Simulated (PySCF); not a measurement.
## S³⁺: interval between two levels

S³⁺ [Ne] 3s2 3p1 [2P3/2, M_J = 3/2] → S³⁺ [Ne] 3s1 3p1 4s1 [4P5/2, M_J = 5/2], as a difference of total energies. All numbers are calculated (PySCF 2.14, the two-component X2C-1e Hamiltonian, in x2c-TZVPall-2c with one added diffuse shell each of s, p type (6s7p2d1f, 44 functions)). Correlated levels: [Ne] frozen. "Screened" scales the spin-orbit matrix elements by Boettger's factors to mimic the two-electron term; Breit and QED terms are absent.

```json
{"method": "GHF (spin-free)", "interval between two levels (cm⁻¹)": "249810"}
{"method": "GMP2 (spin-free)", "interval between two levels (cm⁻¹)": "258680"}
{"method": "GHF (screened spin-orbit)", "interval between two levels (cm⁻¹)": "249850"}
{"method": "GMP2 (screened spin-orbit)", "interval between two levels (cm⁻¹)": "258730"}
```

The labels give the starting determinants; with spin-orbit coupling the two ends relaxed to ⟨J²⟩ = 3.76, ⟨L²⟩ = 2.01, ⟨S²⟩ = 0.75 and ⟨J²⟩ = 8.76, ⟨L²⟩ = 2.01, ⟨S²⟩ = 3.75.
